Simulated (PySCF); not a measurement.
## Simulated characterisation data

[PySCF 2.14.0 with density-fitted response routines: shielding tensors at PBE0/pcSseg-1 (GIAO); couplings computed with B3LYP/pcJ-1; GFN2-xTB structure; isolated molecule; no relativistic terms; single conformer; rapidly exchanging positions averaged]

δ = σ(ref) − σ, references computed at the same level: 1H (31.72 ppm) and 13C (186.93 ppm) vs TMS. Multiplet labels drop J under 1 Hz and among equivalent protons, and merge close values. Unscaled 3J(H,H) run several per cent high. Splittings of carbon signals by F and P are missing where no couplings were computed. Where no couplings were computed, multiplicities follow the n + 1 count of equivalent neighbours, and m marks all less simple cases (inequivalent or close neighbours, rings, F or P nearby). Shifts are as computed. Against solution values, carbons near 30 ppm lie about +3 ppm off and those near 130 ppm about +5 ppm; carbons on Cl a further +6 ppm. Of 1211 compounds with measured shifts, 218 miss one by over three times the rms of a fit or turn the order of signals round; such compounds aren't used in these exercises. Carbons bonded to Cl come out too deshielded.

**1.** SMILES C=CP1(=C)CCCCC1, C8H15P. 1H NMR (500 MHz, computed): δ 6.38 (m, 1H), 5.95 (m, 1H), 5.64 (m, 1H), 2.96 (m, 2H), 2.06 (m, 2H), 1.91 (m, 1H), 1.75 (m, 2H), 1.45 (m, 2H), 1.10 (m, 1H), -0.42 (m, 2H). 13C{1H} NMR (computed): δ 153.3, 128.5, 33.2, 27.9, 24.9, -3.8.

**2.** `C/C(Cl)=C\Cl`, C3H4Cl2. 1H NMR (500 MHz, computed): δ 6.20 (s, 1H), 2.24 (s, 3H). 13C{1H} NMR (computed): δ 145.8 (C), 126.5 (CH), 22.8 (CH3).

**3.** SMILES O=COC=O, C2H2O3. 1H NMR (500 MHz, computed): δ 8.06 (s, 2H). 13C{1H} NMR (computed): δ 158.7.
